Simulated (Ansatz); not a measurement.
Breaking the O6–H7 bond in CH4OSn (SMILES [CH3][Sn][OH]) (multiplicity 1 held, fragments rigid). Energies count from the point at 0.963 Å.
Geometry at that point (charge 0, multiplicity 1):
| atom | x (Å) | y (Å) | z (Å) |
|---|---|---|---|
| Sn | 0.0224 | -0.0636 | 0.3886 |
| C | 0.4195 | 1.6072 | -0.9817 |
| H | -0.2020 | 2.4693 | -0.7259 |
| H | 0.2008 | 1.2878 | -2.0005 |
| H | 1.4642 | 1.9210 | -0.9117 |
| O | -0.5375 | -1.2505 | -1.1305 |
| H | -0.7986 | -2.1366 | -0.8572 |

R- and RO- levels are restricted; in cc, def2 and unpolarised 6-31G sets they are followed outwards from rest. Unrestricted levels (U-) break spin symmetry where that is lower. Active spaces are followed from a long bond inwards. Levels need not reach the same state.

Cores are frozen in the correlated methods. Filled d and f shells under p-block atoms count as core.

Run with Ansatz (Gaussian orbitals).  In def2 rows elements past Kr take small-core potentials, without spin–orbit coupling.

Energies in kcal/mol.

```tsv
R (Å)	U-HF/def2-TZVPP	R-B3LYP/def2-TZVPP	R-CCSD(T)/def2-TZVPP	FIC-MRCISD+Q on CASSCF(4,3)/def2-TZVPP
0.771	30.0	34.9	35.0	34.0
0.867	4.0	6.6	6.6	6.3
0.963	0.0	0.0	0.0	0.0
1.060	7.4	4.6	4.7	5.0
1.156	20.6	14.8	15.0	15.5
1.301	44.4	34.2	34.2	35.1
1.445	64.9	54.3	53.7	54.7
1.686	78.4	84.2	80.7	81.5
1.927	82.2	107.5	98.7	98.9
2.216	83.3	127.0	109.1	109.6
2.601	83.4	142.3	110.5	114.7
3.083	83.4	152.2	104.9	116.2
```

Doubts at one or more of the structures used: a spin-contaminated determinant (U-HF/def2-TZVPP); a restricted determinant that unrestricted orbitals would lower (R-B3LYP/def2-TZVPP, R-CCSD(T)/def2-TZVPP); other coupled-cluster roots lie near (R-CCSD(T)/def2-TZVPP); T1 above 0.05 (R-CCSD(T)/def2-TZVPP); active orbitals that take no part (FIC-MRCISD+Q on CASSCF(4,3)/def2-TZVPP).

Ansatz is an electronic-structure program.
